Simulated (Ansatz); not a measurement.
Calculated with Ansatz (gas phase, PBE0-D4/def2-TZVP geometries, no zero-point term in ΔE). CBS: MP2 limit from def2 TZ/QZ plus the TZ coupled-cluster correction, frozen cores. DFT in def2-TZVPP. B3LYP here is the variant with VWN-RPA as its local correlation; programs differ in this. For Br outer-core shells are correlated without core-valence functions, which leaves a few kJ/mol of doubt a bond. Scalar relativity is left out up to krypton. Each species was taken in one conformer, which may not be the lowest.

`[AlH2][Br]` + `O[SiH2]B(O)F` → `O[SiH2][AlH2]` + `OB(F)Br`  (redistribution)

CCSD(T)/CBS gives +82.8 kJ/mol.

**Question.** Another level gave +82.6 kJ/mol. Which?
A. PBE0/def2-TZVPP
B. LDA (SPW92)/def2-TZVPP
C. B3LYP/def2-TZVPP
D. BHLYP/def2-TZVPP

**Answer.** C. B3LYP 82.6, LDA (SPW92) 69.0, PBE0 74.8, BHLYP 87.0 kJ/mol.

**Question.** What do rigid-rotor, harmonic-oscillator terms from PBE0-D4/def2-TZVP frequencies (298.15 K, 1 bar) make of the CCSD(T)/CBS value? (An estimate is asked.)

**Answer.** Ansatz gave: ΔZPE = -1.3 kJ/mol, ΔH = +81.3 kJ/mol, ΔS = 6 J/(mol·K), ΔG = +79.6 kJ/mol. Modes under 50 cm⁻¹ make the entropy rough.

Largest T1 diagnostic among the species: 0.013.

From BLYP to BHLYP (50 % exact exchange), in def2-TZVPP and without D4, ΔE moves by +6.4 kJ/mol. In def2-TZVPP, CCSD(T) changes the Hartree–Fock value by −11.7 kJ/mol (the triples alone add −1.4 kJ/mol) and MP2 by −8.7 kJ/mol. Leaving LDA and LC-ωPBE aside and taking each functional with its dispersion term where it has one, the values, not all of them listed here, spread over 16.7 kJ/mol, from revPBE-D4 to BHLYP-D4.
